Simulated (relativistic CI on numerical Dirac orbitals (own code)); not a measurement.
## Slater's F² for Ar III from its measured terms

Problem. The ground configuration 3s2.3p4 of Ar III has the measured levels 3P: 1570.2 (J = 0), 1112.2 (J = 1), 0.0 (J = 2); 1D: 14010.0 (J = 2); 1S: 33265.7 (J = 0) cm⁻¹ (Saloman, J. Phys. Chem. Ref. Data 39, 033101 (2010)). Test the one-configuration theory of p4 and extract F²(3p,3p).

Working.
1. Centres of gravity, weighted by 2J + 1: 3P 545.2, 1D 14010.0, 1S 33265.7 cm⁻¹. To first order spin-orbit coupling drops out of them.
2. Slater-Condon theory gives 1D − 3P = 6F²/25 and 1S − 1D = 9F²/25, so the ratio of the upper interval to the lower is 9/6 = 1.500, whatever F².
3. Measured intervals: 13464.8 and 19255.7 cm⁻¹, ratio 1.430.
4. F² from the lower interval is 56103 and from the upper 53488 cm⁻¹.

Check. The radial integral calculated for this configuration (Dirac-KLI orbitals, unscaled) is F² = 68007 cm⁻¹; the two empirical values are 82 % and 79 % of it. The ratio departs from 1.50 through mixing with other configurations and second-order spin-orbit coupling.
